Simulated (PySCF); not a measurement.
From one molecule to another.

First species: C5H9NSi.
Cartesian coordinates in Å at the GFN2-xTB level; atoms count from 1:
```
atom  x, y, z in Å
C1    -1.9864   -0.7697    1.3482
C2    -1.1227   -0.6319    0.3429
C3    -1.3207   -1.3384   -0.8577
N4    -1.4314   -1.8891   -1.8592
Si5    0.4261    0.4855    0.3844
C6     1.9485   -0.6183    0.1147
C7     0.2625    1.7625   -1.0121
H8    -1.8513   -0.2366    2.2746
H9    -2.8512   -1.4134    1.2843
H10    0.4400    1.1232    1.7105
H11    2.8634   -0.0336    0.1237
H12    1.8925   -1.1307   -0.8425
H13    2.0346   -1.3770    0.8875
H14    1.1221    2.4252   -1.0405
H15    0.1904    1.2731   -1.9801
H16   -0.6240    2.3783   -0.8903
```

Second species: C5H9NSi.
Bonds: C1–C2 (double), C2–Si3, Si3–N4, N4–C5, N4–C6, C6–C7 (double), C2–C6. Hydrogens: H8, H9 on C1; H10, H11 on Si3; H12, H13, H14 on C5; H15, H16 on C7.

Levels: B3LYP/def2-SVPD for dipole moment, HOMO energy, LUMO energy, HOMO–LUMO gap, static isotropic polarisability and electronic spatial extent ⟨r²⟩ about the centre of nuclear charge; TDDFT B3LYP/def2-SVPD for lowest singlet excitation; TDA B3LYP/def2-SVPD for lowest triplet excitation (Tamm–Dancoff); GFN2-xTB for rotational constant A and rotational constant C. Geometries: GFN2-xTB. All species are isolated and taken at one optimised geometry, non-relativistic unless stated; the electronic structure was computed with PySCF and density fitting.

Dipoles, sizes and rotational constants follow the conformer. The torsions of the flexible species, by atom-mapped SMILES:
- `[CH2:1]=[C:2]([C:3]#[N:4])[SiH:5]([CH3:6])[CH3:7]`: C1–C2–Si5–C6 120°

(1) Which of the two has the higher S1 energy, and by how much?

(2) Which of the two has the higher static isotropic polarisability, and by how much?

(3) Which has the higher T1 energy?

(4) Which has the higher ⟨r²⟩?

(5) Which of the two has the higher HOMO–LUMO gap, and by how much?

(6) Which has the higher dipole moment?

(7) Which has the higher rotational constant C?

(8) Which has the higher HOMO energy?

## Answers

(1) The first: 5.56 eV against 4.13 eV, a difference of 1.43 eV.

(2) The second: 96.8 au against 90.9 au, a difference of 5.9 au.

(3) The first: 3.70 eV against 3.05 eV, a difference of 0.65 eV.

(4) The first: 1030 bohr² against 934 bohr², a difference of 96 bohr².

(5) The first: 6.11 eV against 4.67 eV, a difference of 1.44 eV.

(6) The first: 3.75 D against 1.38 D, a difference of 2.37 D.

(7) The first: 1.406 GHz against 1.332 GHz, a difference of 0.074 GHz.

(8) The second: -5.63 eV against -7.95 eV, a difference of 2.32 eV.

On the first: No computed singlet falls in the visible range (750 to 380 nm, 1.65 to 3.26 eV); S1 lies 2.30 eV above its blue end.

On the second: No computed singlet falls in the visible range (750 to 380 nm, 1.65 to 3.26 eV); S1 lies 0.87 eV above its blue end. The principal polarisabilities are 66.8, 109.5 and 114.2 au; their mean is the isotropic value.
